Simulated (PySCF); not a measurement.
C₂H₆Se₂. Atoms are numbered in the order given.

```xyz
10

C      1.8684    -0.7620     1.0915
Se     1.1002     0.3741    -0.3111
Se    -1.1002    -0.3741    -0.3111
C     -1.8684     0.7620     1.0915
H      2.9395    -0.5119     1.1363
H      1.7459    -1.8205     0.8283
H      1.4021    -0.5478     2.0622
H     -2.9395     0.5119     1.1363
H     -1.7459     1.8205     0.8283
H     -1.4021     0.5478     2.0622
```

The structure is a stationary point at r2SCAN-D4/def2-SVP. One conformer was computed; it need not be the lowest.

Level of theory: r2SCAN/def2-TZVP run with PySCF.

Symmetry labels are those of the subgroup C2 that the program uses (full group C2).

Computed valence orbital energies around the gap with their symmetry:
```tsv
orbital	symmetry	energy (eV)
HOMO−7	B	-10.80
HOMO−6	A	-10.80
HOMO−5	B	-10.58
HOMO−4	A	-9.46
HOMO−3	B	-8.74
HOMO−2	A	-7.75
HOMO−1	B	-5.70
HOMO	A	-5.60
LUMO	B	-1.74
LUMO+1	A	-0.07
LUMO+2	B	-0.06
LUMO+3	A	1.24
```
